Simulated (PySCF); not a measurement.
# SnH3, doublet: data card

These are results of PySCF, UPBE0, basis Sn def2-TZVP with ECP28, H def2-TZVP (scalar-relativistic core potentials, no spin–orbit coupling, density fitting), not measurements.

The structure is a minimum.

* Point group: C3v
* Bond lengths: Sn–H 1.715 Å (×3)
* Bond angles: H–Sn–H 109.7° (×3)
* Entropy at 298.15 K and 1 bar (electronic part: spin only): 240.1 J/(mol K)
* Lowest empty level (β): -3.05 eV
* Rotational symmetry number: 3
* Dipole moment: 0.29 D
* Heat capacity Cp at 298.15 K: 44.4 J/(mol K)
* Highest occupied level (α): -6.13 eV
* Zero-point energy: 46.3 kJ/mol
* Enthalpy at 298.15 K above 0 K: 10.88 kJ/mol
* Principal polarisabilities: 36.6, 45.5, 45.5 bohr³
* Rotational constants: 3.436, 3.436, 2.128 cm⁻¹
* Principal quadrupole moments (Buckingham, traceless) about the centre of mass: -0.18, -0.18, 0.35 D Å
* Spin squared ⟨S²⟩: 0.752
* Atomisation energy without zero-point energy: 734 kJ/mol

Harmonic modes (masses in u: Sn 119.902, H 1.008):
| symmetry | ω (cm⁻¹) | IR (km/mol, summed over degenerate members) | μ (u) |
| --- | --- | --- | --- |
| a1 | 637 | 96.0 | 1.03 |
| e | 701 | 135 | 1.02 |
| a1 | 1874 | 24.2 | 1.01 |
| e | 1911 | 440 | 1.02 |

In C3v the vibrations span 2a1 + 2e.

Charges (e):
| atom | Mulliken | Löwdin | polar tensor | spin (Mulliken) | Mayer order to Sn1 |
| --- | --- | --- | --- | --- | --- |
| Sn1 | 0.13 | 0.17 | 0.75 | 0.87 | – |
| H2,3,4 | -0.04 | -0.06 | -0.25 | 0.04 | 0.94 |

Mulliken populations on Sn1 (electrons outside its core potential): s 3.50, p 8.28, d 10.08, f 0.02.

This need not be the most stable arrangement of these atoms. Spin–orbit coupling, left out here, can matter for elements this heavy.

The final relaxation and frequency run took 15 s on 2 threads of a shared Intel Xeon 6975P-C (Granite Rapids) host, with 68 basis functions and 7 gradients; the process peaked at 0.83 GiB.
